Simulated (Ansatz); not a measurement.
Cost and result for the atomization energy of BClHInO (5 atoms, 4 bonds).

Z-matrix (Å, degrees):
```
B
Cl 1 1.865
O 1 1.298 2 117.9
H 1 1.195 2 113.2 3 180.0
In 2 3.096 1 67.6 3 -0.0
```

Charge 0, multiplicity 1. Correlated methods include outer-core shells of In, which these sets cover unevenly. In takes the def2 core potential. The bonds changed during the relaxation, so this is another structure than the one it started from. Geometry: relaxed with PBE0-D4/def2-TZVP. Program: Ansatz. All runs use 2 threads of an Arm Neoverse V1 on a shared host. Times are those of one run each, without the atoms' runs, and a repeat can differ threefold. Electronic energies, without spin–orbit coupling; frozen cores. CCSD(T)/CBS adds CCSD(T) − MP2 in def2-TZVPP to the MP2 limit, and its time is that of the two runs behind it. T1 = 0.016. With those shells the extrapolation isn't a true limit.

CCSD(T)/CBS is a level of theory with its own doubt, some kJ/mol a heavy atom from the limit and from the frozen cores, so smaller differences don't rank the functionals.

```tsv
level	functions	wall time
LDA (SPW92)/def2-TZVPP	168	1.2 s
PBE0-D4/def2-TZVPP	168	2.8 s
CCSD(T)/def2-SVP	77	2.9 s
BHLYP-D4/def2-TZVPP	168	3 s
CAM-B3LYP-D4/def2-TZVPP	168	3.3 s
r2SCAN-D4/def2-TZVPP (with forces)	168	5.5 s
B2PLYP/def2-TZVPP	168	5.5 s
PBE-QIDH/def2-TZVPP	168	5.5 s
ωB97X-V/def2-TZVPP	168	8 s
B97M-V/def2-TZVPP	168	11 s
MP2/def2-QZVPP	296	12 s
CCSD(T)/def2-TZVPP	168	55 s
CCSD(T)/CBS(def2)	–	67 s
```

What atomization energy does each give, and how far from CCSD(T)/CBS? (Estimate.)

Computed: 
```
                             level  atomization (kJ/mol)  difference from CCSD(T)/CBS  per bond
            LDA (SPW92)/def2-TZVPP                2117.7                        280.9      70.2
                PBE0-D4/def2-TZVPP                1830.2                         -6.6      -1.7
                  CCSD(T)/def2-SVP                1730.7                       -106.1     -26.5
               BHLYP-D4/def2-TZVPP                1756.0                        -80.8     -20.2
           CAM-B3LYP-D4/def2-TZVPP                1831.2                         -5.6      -1.4
r2SCAN-D4/def2-TZVPP (with forces)                1852.1                         15.3       3.8
                 B2PLYP/def2-TZVPP                1813.0                        -23.8      -6.0
               PBE-QIDH/def2-TZVPP                1821.4                        -15.4      -3.8
                ωB97X-V/def2-TZVPP                1832.4                         -4.4      -1.1
                 B97M-V/def2-TZVPP                1852.1                         15.3       3.8
                    MP2/def2-QZVPP                1894.9                         58.1      14.5
                CCSD(T)/def2-TZVPP                1776.5                        -60.3     -15.1
                 CCSD(T)/CBS(def2)                1836.8                          0.0       0.0
```

In def2-TZVPP, CCSD(T) changes the Hartree–Fock value by +442.1 kJ/mol (the triples alone add +40.7 kJ/mol) and MP2 by +524.6 kJ/mol; breaking electron pairs costs correlation energy, which Hartree–Fock lacks. From BLYP to BHLYP (50 % exact exchange), in def2-TZVPP and without D4, the atomization energy moves by −72.1 kJ/mol: exact exchange takes away binding that semilocal exchange gives to molecules. The D4 term adds +24.0 kJ/mol with B3LYP and +12.1 kJ/mol with PBE0; it sums over pairs of atoms, weighted by their polarisabilities, and B3LYP, whose exchange is more repulsive, gets the larger term.

B3LYP here is the variant with VWN-RPA as its local correlation; programs differ in this.

Spin–orbit coupling would lower the free In atoms strongly, and the atomization energy with them, by more than many differences here.
